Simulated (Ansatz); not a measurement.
`[F][Zr]([F])([F])[SH]`. The species carries charge 0 and has multiplicity 1. Zr takes the def2 core potential.

```xyz
6

F     1.140   -0.807    1.829
Zr    0.416    0.131    0.359
F    -0.275    1.814    0.879
F     1.714    0.448   -0.981
S    -1.381   -1.245   -0.557
H    -1.614   -0.341   -1.530
```

What are the harmonic wavenumbers in cm⁻¹ at PBE0-D4/def2-TZVP (Ansatz, finite differences of forces, unscaled)? (An estimate is asked.)

Computed: 43, 119, 136, 163, 171, 178, 382, 509, 674, 681, 691, 2681.

Is this a minimum?

Yes, all 12 modes are real.

Give the ideal-gas thermochemistry at 298.15 K and 1 bar (rigid rotor, harmonic oscillator; point group Cs, symmetry number 1).

Zero-point energy 38.5 kJ/mol; H(298) − E = 61.4 kJ/mol; entropy 379.3 J/(mol·K), of which translation 173.7, rotation 117.6, vibration 87.9; G(298) − E = -51.7 kJ/mol. Modes under 100 cm⁻¹ are hindered rotations or soft bends, so the harmonic entropy is rough.

And at 400, 500, 600, 800 and 1000 K?


```json
{"T (K)": "400", "H − E (kJ/mol)": "72.3", "S (J/mol/K)": "410.8", "G − E (kJ/mol)": "-92.0"}
{"T (K)": "500", "H − E (kJ/mol)": "83.7", "S (J/mol/K)": "436.1", "G − E (kJ/mol)": "-134.4"}
{"T (K)": "600", "H − E (kJ/mol)": "95.4", "S (J/mol/K)": "457.4", "G − E (kJ/mol)": "-179.1"}
{"T (K)": "800", "H − E (kJ/mol)": "119.4", "S (J/mol/K)": "492.1", "G − E (kJ/mol)": "-274.2"}
{"T (K)": "1000", "H − E (kJ/mol)": "144.2", "S (J/mol/K)": "519.6", "G − E (kJ/mol)": "-375.5"}
```
